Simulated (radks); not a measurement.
Problem. All-electron atom: Bi+ in [Hg] 6p2 (the NIST ground configuration). All-electron calculation, scalar-relativistic Kohn-Sham, exchange-only LDA, spin-polarised, spherical densities, finite nucleus; open shells are filled with parallel spins first (spin-orbit coupling, left out, can overturn this in heavy ions); Fermi nuclear charge, rms radius 5.5211 fm. Program: a radial shooting solver on a logarithmic mesh with Libxc functionals. Some entries of the table are withheld. Estimate them.

orbital  occ.  eigenvalue (Ry)  <r^2> (bohr^2)
1s up       1        -6655.429       0.0003468
1s down     1        -6655.427       0.0003468
2s up       1        -1196.369        0.005251
2s down     1        -1196.369        0.005251
2p up       3        -1024.354        0.004488
2p down     3        -1024.353        0.004488
3s up       1        -289.1132         0.03375
3s down     1        -289.1121         0.03375
3p up       3        -239.9441         0.03505
3p down     3        -239.9428         0.03505
3d up       5        -190.3438         0.02903
3d down     5        -190.3427         0.02903
4s up       1        -66.65135          0.1607
4s down     1        -66.64950          0.1607
4p up       3        -50.52912          0.1844
4p down     3        -50.52706          0.1844
4d up       5        -32.05788          0.2062
4d down     5        -32.05560          0.2062
5s up       1        -12.08152          0.7728
5s down     1        -12.07644          0.7725
4f up       7        -11.70420          0.2324
4f down     7        -11.70167          0.2324
5p up       3         -7.53389             (1)
5p down     3         -7.52730             (2)
5d up       5         -2.49060           1.784
5d down     5         -2.46721           1.746
6s up       1         -1.59786           5.178
6s down     1         -1.48769           5.000
6p up       2              (3)           9.043
6p down     0              (4)           9.067

Solution. 
(1) 5p up <r^2> (bohr^2): 1.014
(2) 5p down <r^2> (bohr^2): 1.012
(3) 6p up eigenvalue (Ry): -0.83307
(4) 6p down eigenvalue (Ry): -0.69021
